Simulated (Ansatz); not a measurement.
Harmonic frequencies (cm⁻¹) at PBE0-D4/def2-TZVP from Ansatz: 92, 98, 127, 147, 298, 324, 386, 455, 531, 576, 650, 664, 692, 749, 856, 1098, 1131, 1222, 1330, 1443, 1444, 1926, 2672, 3037, 3075, 3113, 3127.

Each molecule was computed in one conformer, which needn't be the lowest.

Q: Which molecule is it?
A. `CSC(=O)CCl`
B. `[CH3][AlH][CH](F)S`
C. `C=N[SiH2]CF`
D. `C[S][Al]([CH3])[F]`

A: B.
